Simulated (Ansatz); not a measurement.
Total energies of SiBr2H2 (SiH2Br2) from Ansatz at r2SCAN-D4/def2-TZVP, gas phase (1 Eh = 27.2114 eV = 2625.5 kJ/mol). The reference geometry is relaxed at PBE-D4/def2-TZVP.

| state | geometry | energy (Eh) |
| --- | --- | --- |
| charge 0 singlet | reference | -5439.05071 |
| charge 1 doublet | reference | -5438.66676 |
| free Si atom (triplet) | – | -289.34121 |
| free Br atom (doublet) | – | -2574.09258 |
| free H atom (doublet) | – | -0.49993 |

Q: Work out the vertical ionisation energy to the doublet.

A: E(charge 1 doublet) − E(charge 0 singlet) = -5438.66676 − (-5439.05071) = 0.38395 Eh = 10.45 eV. For comparison, −ε of the highest occupied level is 7.69 eV at this level, 2.76 eV less.

Q: What is the binding energy per atom against free atoms?

A: Atoms: 1 × (-289.34121) + 2 × (-2574.09258) + 2 × (-0.49993) = -5438.52623 Eh. Binding: -5438.52623 − (-5439.05071) = 0.52448 Eh = 14.27 eV, or 2.85 eV for each of 5 atoms (no zero-point energy, no counterpoise term).
